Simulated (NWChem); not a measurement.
# SiH$_{4}$SeSO; SMILES [SiH3]O[Se]S

```xyz
8

Se     0.6273    -0.5584     0.1838
S     -1.2945    -1.5598    -0.0257
H     -1.0950    -2.1214    -1.2440
O      0.3750     1.0116    -0.6845
Si    -0.3869     2.2939     0.1038
H     -0.4247     3.4046    -0.8877
H      0.3880     2.7054     1.3130
H     -1.7727     1.9187     0.5130
```
Atoms are numbered in this order, from 1.

Program: NWChem. Pople sets run with spherical d functions. Geometry: optimised at PBE0/def2-SVP. Vzz is the largest principal value of the second derivative of the potential at the nucleus (NWChem prints the opposite sign); η is the asymmetry. Non-relativistic.

| level | Vzz Se1 (a.u.) | η Se1 | Vzz S2 (a.u.) | η S2 | Vzz O4 (a.u.) | η O4 |
|---|---|---|---|---|---|---|
| Hartree-Fock/cc-pVTZ | -8.529 | 0.52 | -2.567 | 0.77 | 1.699 | 0.37 |
| Hartree-Fock/def2-TZVP | -8.748 | 0.53 | -2.805 | 0.75 | 1.698 | 0.37 |
| PBE/6-31G* | -7.854 | 0.42 | -2.216 | 0.65 | 1.446 | 0.35 |
| PBE/def2-TZVP | -8.167 | 0.42 | -2.345 | 0.69 | 1.487 | 0.34 |
